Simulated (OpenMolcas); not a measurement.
# Ir+: from CASSCF to CASPT2

```yaml
Program: OpenMolcas 26.06
Basis: ANO-RCC-VTZP [8s7p5d3f1g]
Scalar_Hamiltonian: DKH2, point nucleus
Active_space: 8 electrons in 6 orbitals (5d 6s)
State_averaging: 2S+1 = 5 even, 15 roots; 2S+1 = 3 even, 75 roots kept (CI in the orbitals of an earlier block); 2S+1 = 1 even, 49 roots kept (CI in the orbitals of an earlier block)
Spin-orbit_coupling: RASSI with atomic mean-field integrals over the reference wave functions, term energies averaged over their components
```

Methods on the same reference wave functions:
A. CASSCF
B. SS-CASPT2, IPEA 0.25 Eh, imaginary shift 0.1 Eh (closed shells correlated: 5s 5p)
C. MS-CASPT2, IPEA 0.25 Eh, imaginary shift 0.1 Eh (closed shells correlated: 5s 5p)
D. XMS-CASPT2, IPEA 0.25 Eh, imaginary shift 0.1 Eh (closed shells correlated: 5s 5p)

Energies in cm-1 above 5d7 6s 5F5, the measured ground level; measured values from NIST Handbook of Basic Atomic Spectroscopic Data.

```json
{"Level": "5d7 6s 5F5", "A": "0.0", "B": "0.0", "C": "0.0", "D": "0.0", "Measured": "0.0"}
{"Level": "5d7 6s 5F4 [51 %]", "A": "5133", "B": "5030", "C": "5050", "D": "4960", "Measured": ""}
{"Level": "5d7 6s 5F3", "A": "9060", "B": "8910", "C": "8910", "D": "8930", "Measured": "8187"}
{"Level": "5d8 3F4 [56 %]", "A": "12459", "B": "4310", "C": "4110", "D": "2840", "Measured": "2263"}
{"Level": "5d7 6s 5P3", "A": "17273", "B": "14290", "C": "14290", "D": "13960", "Measured": "12715"}
{"Level": "5d8 3F3 [73 %]", "A": "20058", "B": "12350", "C": "12350", "D": "11090", "Measured": "9928"}
{"Level": "5d7 6s 3G5 [68 %]", "A": "20610", "B": "18400", "C": "18400", "D": "19300", "Measured": "17478"}
{"Level": "5d7 6s 3P0(1)", "A": "21291", "B": "15480", "C": "15480", "D": "14770", "Measured": ""}
{"Level": "5d7 6s 3H6", "A": "26469", "B": "23640", "C": "23640", "D": "24310", "Measured": ""}
{"Level": "5d7 6s 3G3", "A": "27025", "B": "24290", "C": "24290", "D": "25270", "Measured": ""}
{"Level": "5d7 6s 3H5 [67 %]", "A": "29325", "B": "26060", "C": "26100", "D": "26640", "Measured": ""}
{"Level": "5d6 6s2 5D3 [62 %]", "A": "29693", "B": "22390", "C": "22390", "D": "20710", "Measured": ""}
{"Level": "5d7 6s 3D3 [63 %]", "A": "30935", "B": "27440", "C": "27440", "D": "28890", "Measured": ""}
```

Deviations, from unrounded energies. A percentage is the sum of absolute deviations over the sum of measured energies, with the sign that they share, or ± where signs differ.

| Against measurement | Levels | A | B | C | D |
| --- | --- | --- | --- | --- | --- |
| mean absolute deviation (cm-1) | 5 | 5800 | 1500 | 1500 | 1100 |
| fine structure of the ground term (%) | 1 | +10.7 | +8.8 | +8.8 | +9.0 |
| other terms of the ground configuration (%) | 2 | +25.5 | +8.2 | +8.3 | +10.2 |
| other configurations (%) | 2 | +166.7 | +36.7 | +35.0 | +14.3 |

D lies closest to measurement on these levels and A furthest from it. The largest miss of D in the table is 5d7 6s 3G5 [68 %], by +1800 cm-1. The ranking rests on the paired levels alone, and a cruder setting can come out closer through cancelling errors.

Among B to D the level of the table that moves most is 5d6 6s2 5D3 [62 %], by 1700 cm-1 (lowest in D, highest in B). Moves below CASPT2's spread within the term are not significant.

The mean deviations of B to D differ by less than CASPT2's widest spread within a term (1200 cm-1), so their order carries little weight.

From A to B the spin-free energies of the other terms of 5d7 6s shown, above 5F, scale by factors of 0.45 to 0.85.

The lowest spin-free term lies below A's lowest term by 0.438 hartree in B, 0.438 hartree in C, 0.446 hartree in D.

CASPT2 does not keep the components of a term degenerate, so their means are used; among the terms shown or strongly mixed into the levels shown the widest spread is 1200 cm-1 (5d7 6s 3H, D). Terms from blocks run as CI alone lack orbitals of their own. Configurations are named by rounded mean occupations; where the s occupation lies near a half they are strongly mixed, a name can repeat and a true partner stay unpaired. A single d shell beside an s shell can misplace configurations of different d count against each other. Without dynamic correlation excited terms often stand tens of per cent too high (terms of higher spin than the ground term too low), and those without a measured partner can miss by more than the paired ones (holds for A). Blocks of more than 70 roots (2S+1 = 3 even) ran without multistate coupling (holds for C). Some levels mix across a computed gap that differs much from the measured one, so their mixing is not that of the real levels (holds for C). The CASPT2 spread within a term exceeds the gap to the next term for 5d6 6s2 5D and 5d7 6s 3F(1), 5d7 6s 3H and 5d7 6s 3D, so the order of their levels is uncertain, and so are names and mixing where such terms share a J (holds for D). Computed and measured levels are paired by configuration, term and J; levels that our copy of the source lacks, or whose pairing is in doubt (as where it misses far off the trend of its configuration), stay unpaired and out of the deviations. Only configurations of the active space appear. Levels that lie high or do not pair safely by name in every column are left out.

A share in square brackets marks a mixed level and gives the weight of the term that names it, the lowest over the columns. A number in round brackets counts repeated terms of one configuration in the order of the reference energies.
